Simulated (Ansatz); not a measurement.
Cost against result

Saddle point of GaHBrCl$_{3}$, singlet (GaCl₃ ([Cl][Ga]([Cl])[Cl]) + HBr → GaBrCl₂ ([Cl][Ga]([Cl])[Br]) + HCl (still joined by a long Ga–Cl bond); bonds formed: Cl2–H5; dative contacts that become bonds: Ga1–Br6; bonds broken: H5–Br6; bonds weakened to dative contacts: Ga1–Cl2), PBE0-D4/def2-TZVP structure:

Ga1  (-0.459, -0.454, -0.004)
Cl2  (-0.296, 1.696, -0.792)
Cl3  (-0.462, -1.885, -1.570)
Cl4  (-1.759, -0.600, 1.667)
H5  (1.093, 1.226, -0.049)
Br6  (1.884, 0.016, 0.748)
(Å)

Barriers are electronic and count from the start structure reached by relaxing down the imaginary mode.

Computed with Ansatz 0.2.0 (basis: as named in each row); correlated methods freeze the cores. Filled d shells of the heavier atoms are correlated. The def2 sets are not built for correlating such inner shells, so the correlated values are less sure here. B3LYP uses VWN-RPA correlation. Extrapolation: Hartree–Fock as exp(−7.88 √X), correlation as X^−2.97.

Times are rough, for one single point on 8 threads of a shared host (Arm Neoverse V2).

The estimate by CCSD(T) at an estimated basis limit (MP2 extrapolated from triple and quadruple zeta, plus CCSD(T) − MP2 in triple zeta) is 8.15 kcal/mol.

| method | basis | time (s) | barrier (kcal/mol) | method less estimate |
| --- | --- | --- | --- | --- |
| HF | STO-3G | under 1 | 20.84 | 12.68 |
| SPW92 | def2-SVP | under 1 | -3.34 | -11.50 |
| PBE-D4 | def2-SVP | under 1 | 1.41 | -6.75 |
| PBE-D4 | STO-3G | under 1 | 5.37 | -2.78 |
| B3LYP-D4 | 6-31G | under 1 | 10.07 | 1.91 |
| SPW92 | def2-TZVPP | under 1 | -2.31 | -10.47 |
| PBE0-D4 | def2-SVP | 1 | 4.58 | -3.58 |
| BLYP-D4 | def2-TZVPP | 1 | 4.83 | -3.32 |
| PBE-D4 | def2-TZVPP | 1 | 1.88 | -6.27 |
| B3LYP-D4 | def2-TZVPP | 2 | 6.76 | -1.39 |
| BHLYP-D4 | def2-TZVPP | 2 | 10.09 | 1.94 |
| PBE0-D4 | def2-TZVPP | 3 | 4.57 | -3.58 |
| CAM-B3LYP-D4 | def2-TZVPP | 3 | 8.28 | 0.13 |
| RPA on PBE | def2-TZVPP | 3 | 8.19 | 0.04 |
| r2SCAN-D4 | def2-TZVPP | 3 | 3.49 | -4.67 |
| B2PLYP | def2-TZVPP | 4 | 7.41 | -0.74 |
| wB97M-V | def2-SVP | 4 | 7.66 | -0.49 |
| PBE-QIDH | def2-TZVPP | 4 | 6.43 | -1.72 |
| r2SCAN0-D4 | def2-TZVPP | 4 | 5.51 | -2.65 |
| CCSD(T) | def2-SVP | 5 | 10.31 | 2.16 |
| B97M-V | def2-TZVPP | 6 | 7.67 | -0.48 |
| wB97X-V | def2-TZVPP | 6 | 8.84 | 0.69 |
| wB97M-V | def2-TZVPP | 6 | 8.32 | 0.17 |
| MP2 | def2-QZVPP | 12 | 6.45 | -1.71 |
| CCSD(T) | def2-TZVPP | 120 | 8.33 | 0.18 |

All methods are single points on the PBE0-D4 structures; a negative value means that the method puts the saddle structure below the start.

No T1 diagnostic of these runs exceeds 0.010.

Labels in which every atom is bracketed show which atoms are joined, not bond orders.
